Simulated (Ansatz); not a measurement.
Ti₂O₅H₂⁻. The state is a doublet with charge -1. Geometry PBE-D4/def2-SVP, that of the neutral singlet; atoms count from 1.

Cartesian coordinates in Å:
```
Ti -0.5831 -0.7147 0.7769
Ti 0.5822 0.7089 -0.7847
O 1.1126 -0.8401 0.4101
O -1.5031 -1.8386 1.8604
O 1.3574 1.7762 -2.0266
O -0.8701 -0.4085 -1.0278
O -0.1813 1.2646 0.6780
H 1.5069 2.7039 -2.2706
H -1.4216 -2.6518 2.3844
```

The highest occupied level of the charge -1 doublet lies above zero (up to 0.80 eV). By energy differences its removal costs 0.94 eV (vertical, to the charge 0 singlet, at PBE0-D4/def2-TZVPD); a positive level beside a positive removal energy at the same level points to self-interaction error. The structure comes from a short search, and lower isomers may exist.

Q: Estimate the Mulliken populations from the PBE0/def2-TZVPD orbitals of Ansatz.

A: 
```json
{"atom": "Ti1", "charge (e)": "1.47", "spin (α − β)": "0.60", "d electrons": "2.09"}
{"atom": "Ti2", "charge (e)": "1.46", "spin (α − β)": "0.61", "d electrons": "2.09"}
{"atom": "O3", "charge (e)": "-0.90", "spin (α − β)": "-0.06", "d electrons": "–"}
{"atom": "O4", "charge (e)": "-0.81", "spin (α − β)": "-0.02", "d electrons": "–"}
{"atom": "O5", "charge (e)": "-0.81", "spin (α − β)": "-0.02", "d electrons": "–"}
{"atom": "O6", "charge (e)": "-0.93", "spin (α − β)": "-0.08", "d electrons": "–"}
{"atom": "O7", "charge (e)": "-0.90", "spin (α − β)": "-0.06", "d electrons": "–"}
{"atom": "H8", "charge (e)": "0.21", "spin (α − β)": "0.01", "d electrons": "–"}
{"atom": "H9", "charge (e)": "0.21", "spin (α − β)": "0.01", "d electrons": "–"}
```
Mulliken values and Mayer orders depend strongly on the basis. With diffuse functions, as here, like atoms can get unlike values, and bond orders can come out too low or too high.

Q: Where does the spin sit?

A: Summed by element: Ti 1.21, O -0.23, H 0.02, of 1 unpaired in all. Largest on single atoms: Ti2 0.61, Ti1 0.60, O6 -0.08.

Q: And the Mayer bond orders between bonded heavy atoms (over 0.3)?

A: Ti1–Ti2 0.53 (2.41 Å); Ti1–O3 1.18 (1.74 Å); Ti1–O4 0.55 (1.81 Å); Ti1–O6 0.78 (1.85 Å); Ti1–O7 0.48 (2.02 Å); Ti2–O3 0.48 (2.03 Å); Ti2–O5 0.55 (1.81 Å); Ti2–O6 0.79 (1.85 Å); Ti2–O7 1.17 (1.74 Å).
